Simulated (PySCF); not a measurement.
Simulation results for BGeH6NSi, BGeH2NO, AlGeH5N2, BGeH5N

Calculation on a computer-drawn molecule: optimised geometry and harmonic frequencies of an isolated molecule of the commonest isotopes, restricted reference for singlets and unrestricted otherwise, frozen core in MP2; on germanium a core potential holds 10 electrons, which the energies leave out, and 3d is frozen in MP2 and coupled-cluster steps. Program: PySCF 2.14.0.

Common to all runs: charge 0; basis and core potential on germanium cc-pVDZ-PP ECP10MDF.

(1) BGeH6NSi

Start structure:
```xyz
10
BGeH6NSi
B     -1.7911     0.0665     1.3235
N     -0.6218    -0.2974     1.6072
Si     0.9822    -0.6959     1.9955
Ge     2.5034     0.6513     0.6985
H     -2.8683     0.3393     1.0016
H      1.2306    -2.0933     1.6573
H      1.1900    -0.4880     3.3802
H      2.1607     0.8406    -0.7898
H      3.8766     0.2296     0.7807
H      2.6099     2.1235     1.1683
```

Here we set multiplicity 1, method HF and basis cc-pV(D+d)Z.

The calculation gives: rotational constants 8.574, 1.499, 1.316 GHz; total energy -664.9808 hartree; convergence status largest gradient component 2.135e-05 hartree/bohr.

Drawn bonds:
```
atom  other atom  order
   1           2      2
   2           3      1
   3           4      1
   1           5      1
   3           6      1
   3           7      1
   4           8      1
   4           9      1
   4          10      1
```

Optimised structure:
```xyz
10
BGeH6NSi
B     -1.7876     0.1049     1.3438
N     -0.6227    -0.2445     1.5954
Si     0.9947    -0.7010     1.9201
Ge     2.5141     0.7037     0.6986
H     -2.8882     0.4321     1.1088
H      1.2104    -2.1127     1.5279
H      1.2733    -0.5797     3.3695
H      2.2699     0.5873    -0.8125
H      3.9727     0.3102     0.9759
H      2.3357     2.1758     1.0956
```

Modes:
```
frequency (cm⁻¹)  reduced mass (dalton)
           92.16                  1.086
            92.4                  4.143
           184.2                  3.009
             233                  4.845
           361.4                  4.544
           381.9                  1.047
           518.8                  1.279
           631.9                  1.261
           736.2                  7.381
           806.6                  1.079
           825.1                  1.348
           830.4                  1.359
           864.4                  1.068
           943.8                  1.107
           965.8                  1.018
           972.2                  1.041
            1035                  1.052
            1982                  5.153
            2197                  1.023
            2199                  1.023
            2213                  1.013
            2300                  1.052
            2307                   1.03
            2990                  1.196
```

(2) BGeH2NO

Start structure:
```xyz
6
BGeH2NO
N      0.6171    -0.5190     0.6241
B      0.8848     0.5620     1.1495
Ge     1.4853     2.3509     2.1374
O      0.1668     3.3345     1.4388
H      0.3703    -1.3661     0.1845
H      0.1751     4.2401     1.7162
```

Here we set multiplicity 1, method MP2 and basis cc-pVDZ.

It finds rotational constants 11.57, 2.633, 2.145 GHz; total energy -449.0647 hartree; convergence status largest gradient component 5.366e-06 hartree/bohr.

Drawn bonds:
```
atom  other atom  order
   1           2      2
   2           3      1
   3           4      1
   1           5      1
   4           6      1
```

Optimised structure:
```xyz
6
BGeH2NO
N      0.6213    -0.5384     0.6214
B      0.8819     0.5774     1.1518
Ge     1.4789     2.3588     2.1350
O      0.1285     3.3502     1.4147
H      0.3761    -1.4038     0.1776
H      0.2127     4.2583     1.7500
```

Modes:
```
frequency (cm⁻¹)  reduced mass (dalton)
           111.6                   5.86
           190.4                   4.93
           321.4                  8.518
           404.2                  10.17
           468.5                  1.168
           510.6                  1.208
           579.5                  1.125
           688.8                   13.4
           928.3                  1.103
            1852                  7.773
            3810                  1.066
            3852                  1.101
```

(3) AlGeH5N2

Start structure:
```xyz
9
AlGeH5N2
N     -1.0293     1.5391    -1.0316
Ge    -0.6018    -0.1606    -1.3321
N     -0.7943    -1.3444    -0.1115
Al    -1.0104    -2.6299     1.0881
H     -0.8653     2.3101    -1.7614
H     -1.2988     1.9541    -0.1358
H     -0.1965    -0.2646    -2.7315
H     -1.5113    -2.2570     2.5977
H     -0.7395    -4.0546     0.9670
```

Settings of this run: multiplicity 1, method HF and basis cc-pV(D+d)Z.

Drawn bonds:
```
atom  other atom  order
   1           2      1
   2           3      2
   3           4      1
   1           5      1
   1           6      1
   2           7      1
   4           8      1
   4           9      1
```

(4) BGeH6NSi

Start structure:
```xyz
10
BGeH6NSi
N      1.8391     1.6526    -0.2020
Ge     0.2766     2.0952    -0.7334
B     -1.4616     0.9788    -0.9320
Si    -2.3961     0.1734     0.6000
H      2.0304     0.7340     0.0743
H      0.2960     3.5550    -0.9712
H     -1.6744     0.6225    -2.0751
H     -2.0704    -1.2269     0.7106
H     -2.1430     0.9146     1.8562
H     -3.9065     0.3410     0.3427
```

It was run with multiplicity 1, method HF and basis cc-pV(D+d)Z.

Drawn bonds:
```
atom  other atom  order
   1           2      2
   2           3      1
   3           4      1
   1           5      1
   2           6      1
   3           7      1
   4           8      1
   4           9      1
   4          10      1
```

(5) BGeH5N

Start structure:
```xyz
8
BGeH5N
B     -1.0621    -0.3842    -0.0769
N     -0.5591    -1.4494     0.7076
Ge    -1.5368    -2.4693     1.8938
H     -0.3505     0.2370    -0.8417
H      0.4153    -1.7249     0.6610
H     -2.4278    -3.3338     1.1994
H     -0.5680    -3.1719     2.7340
H     -2.2938    -1.4835     2.7831
```

It was run with multiplicity 2, method HF and basis cc-pVDZ.

Drawn bonds:
```
atom  other atom  order
   1           2      1
   2           3      1
   1           4      1
   2           5      1
   3           6      1
   3           7      1
   3           8      1
```

Question: What total energy does the calculation give for AlGeH5N2 (entry 3)?
Answer: -647.0982 hartree

Question: Give the table of modes values for AlGeH5N2 (entry 3).
Answer: 
Modes:
```
frequency (cm⁻¹)  reduced mass (dalton)
            30.1                  1.733
           89.21                  3.838
             120                  2.053
           144.4                  1.184
           233.1                  4.259
           420.6                  1.224
           558.3                  1.786
           601.2                  1.057
             639                  2.536
             666                  1.195
           754.9                  1.246
           797.4                  3.643
           869.5                  1.093
           936.8                  1.197
            1175                  14.83
            1662                  1.122
            1922                  1.049
            1972                  1.034
            2248                   1.02
            3793                  1.048
            3913                  1.101
```

Question: Give the missing rotational constants for BGeH6NSi (entry 4).
Answer: 10.6, 1.322, 1.251 GHz

Question: BGeH6NSi (entry 4): total energy?
Answer: -664.8399 hartree

Question: Give the missing total energy for BGeH5N (entry 5).
Answer: -375.3982 hartree

Question: Give the missing spin squared for BGeH5N (entry 5).
Answer: 0.7561

Question: BGeH5N (entry 5): rotational constants?
Answer: 38.89, 4.044, 3.837 GHz

Further results for AlGeH5N2 (entry 3):

- rotational constants: 21.3, 1.601, 1.489 GHz
- convergence status largest gradient component: 9.689e-06 hartree/bohr

Optimised structure:
```xyz
9
AlGeH5N2
N     -0.9349     1.6123    -1.1855
Ge    -0.7546    -0.1393    -0.9555
N     -1.0900    -0.8772     0.5082
Al    -1.0199    -2.5222     1.1231
H     -0.7472     2.0839    -2.0471
H     -1.2433     2.2137    -0.4467
H     -0.2758    -0.7087    -2.2885
H     -1.4539    -2.8264     2.6150
H     -0.5277    -3.7439     0.2261
```

Further results for BGeH6NSi (entry 4):

- convergence status largest gradient component: 4.478e-06 hartree/bohr

Optimised structure:
```xyz
10
BGeH6NSi
N      1.9641     1.6358    -0.2813
Ge     0.3809     2.0860    -0.6602
B     -1.3425     0.9433    -0.9126
Si    -2.4981     0.2279     0.6111
H      2.0776     0.6377    -0.1681
H      0.1573     3.5903    -0.8340
H     -1.6367     0.6654    -2.0417
H     -2.0306    -1.1585     0.8706
H     -2.3517     1.0199     1.8549
H     -3.9304     0.1923     0.2313
```

Modes:
```
frequency (cm⁻¹)  reduced mass (dalton)
            28.4                  2.802
            42.1                  1.138
           126.4                  3.306
           173.3                  3.102
           352.8                  1.615
           428.1                  1.594
           463.6                  1.372
             652                   1.43
           699.4                   1.41
           723.3                  2.467
           810.1                  1.278
           813.7                   1.07
             942                  2.356
           976.8                  1.793
            1002                  1.206
            1007                  1.201
            1014                  1.116
            1036                  1.042
            2228                   1.02
            2289                  1.042
            2306                   1.05
            2311                  1.028
            2717                  1.091
            3723                  1.076
```

Further results for BGeH5N (entry 5):

- convergence status largest gradient component: 6.858e-06 hartree/bohr

Optimised structure:
```xyz
8
BGeH5N
B     -0.8202    -0.1827     0.2234
N     -0.6297    -1.5061     0.5958
Ge    -1.5238    -2.4266     1.9421
H     -0.2196     0.3766    -0.6553
H      0.0638    -2.0308     0.0888
H     -2.2386    -3.6323     1.3264
H     -0.5000    -2.9204     2.9676
H     -2.5148    -1.4576     2.5714
```

Modes:
```
frequency (cm⁻¹)  reduced mass (dalton)
           57.13                  1.484
           288.4                  3.577
           353.4                  1.176
           599.7                  2.703
           687.1                  1.313
           695.3                  1.138
           834.2                  1.228
           935.5                  1.042
           948.7                  1.022
             972                  1.029
           991.1                   1.25
            1309                  1.493
            1436                   3.55
            2222                  1.024
            2242                  1.018
            2279                  1.017
            2684                  1.098
            3742                  1.075
```
